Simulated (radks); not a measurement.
Q: These are the eigenvalues of the occupied orbitals of an atom or ion with whole-number occupations (Ry). Method: scalar-relativistic Kohn-Sham, BLYP, spin-polarised, spherical densities, finite nucleus; Fermi nuclear charge, rms radius of each element as measured or else 0.836 A^(1/3) + 0.57 fm; computed with a radial shooting solver on a logarithmic mesh with Libxc functionals.

| orbital | eigenvalue |
|---|---|
| 1s up | -3559.729 |
| 1s down | -3559.727 |
| 2s up | -588.6638 |
| 2s down | -588.6601 |
| 2p up | -525.0591 |
| 2p down | -525.0561 |
| 3s up | -133.5808 |
| 3s down | -133.4555 |
| 3p up | -113.7854 |
| 3p down | -113.6608 |
| 3d up | -87.27466 |
| 3d down | -87.17822 |
| 4s up | -30.51753 |
| 4s down | -30.22251 |
| 4p up | -23.95676 |
| 4p down | -23.66567 |
| 4d up | -14.80347 |
| 4d down | -14.51879 |
| 5s up | -7.13273 |
| 5s down | -6.99643 |
| 5p up | -5.35072 |
| 5p down | -5.24307 |
| 4f up | -4.81991 |
| 6s up | -2.55921 |

Which element is it, and in what charge state? The configuration may be excited. Open shells, if any, are filled with parallel spins first.

A: Z = 63, europium, charge +4: Eu4+ in [Xe] 4f4 6s1. The list shows which subshells hold electrons but not how many an open one holds; the 1s level, -1779.9 hartree, gives Z - s = 59.7 by -(Z - s)^2/2, which with screening and relativity narrows Z to a few neighbours, and the depths of the outer levels then fix element, charge and occupations together.
